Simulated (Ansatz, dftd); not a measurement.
System: CH$_{5}$BN, charge 0, doublet. CH5BN (SMILES BN[CH2], doublet).
B3LYP-D3(BJ)/def2-TZVP minimum from Ansatz (a quantum-chemistry and plane-wave program):
```xyz
8

B     -0.1347     0.3177     1.2827
H     -1.0259     0.7471     1.9441
H      0.9428     0.0636     1.7223
N     -0.3706     0.1005    -0.0898
C      0.4962    -0.3818    -1.0362
H     -1.2897     0.3209    -0.4483
H      0.1660    -0.4930    -2.0555
H      1.4966    -0.6397    -0.7304
```
Charge 0, spin multiplicity 2.

Quantity: atomisation energy (electronic, to ground-state atoms), in kJ/mol. Radicals and triplets start from unrestricted determinants; spin-orbit coupling is neglected. Correlated methods leave the cores frozen. Rows without X2C or -DK are non-relativistic. CBS(X,Y): correlation extrapolated as X^-3, Hartree-Fock from the larger set. A bracket is a step between two methods taken in the basis named. Functionals run without relativity, which enters their misses. 'core' is core correlation in cc-pwCVTZ, 'X2C' scalar relativity in cc-pVTZ-DK, both at CCSD(T). Where a partner has so few electrons that a lower coupled-cluster level is exact, that level stands in.

| level | program | atomisation energy (kJ/mol) | difference against the last row |
|---|---|---|---|
| HF/cc-pVTZ | Ansatz | 2142.9 | -736.8 |
| PBE-D4/def2-TZVPD | Ansatz + dftd4 | 2958.5 | 78.8 |
| PBE/def2-TZVPD | Ansatz | 2949.3 | 69.6 |
| r2SCAN-D3(BJ)/def2-TZVPD | Ansatz + dftd3 | 2905.1 | 25.4 |
| B3LYP-D4/def2-TZVPD | Ansatz + dftd4 | 2917.2 | 37.5 |
| CCSD/CBS(cc-pVTZ,cc-pVQZ) | Ansatz | 2827.3 | -52.4 |
| CCSD(T)/cc-pVQZ | Ansatz | 2839.4 | -40.3 |
| CCSDT(Q)/cc-pVDZ | Ansatz | 2648.5 | -231.2 |
| CCSD(T)/CBS(cc-pVTZ,cc-pVQZ) + [CCSDT(Q) - CCSD(T)]/cc-pVDZ + core + X2C | Ansatz | 2879.7 | 0.0 |
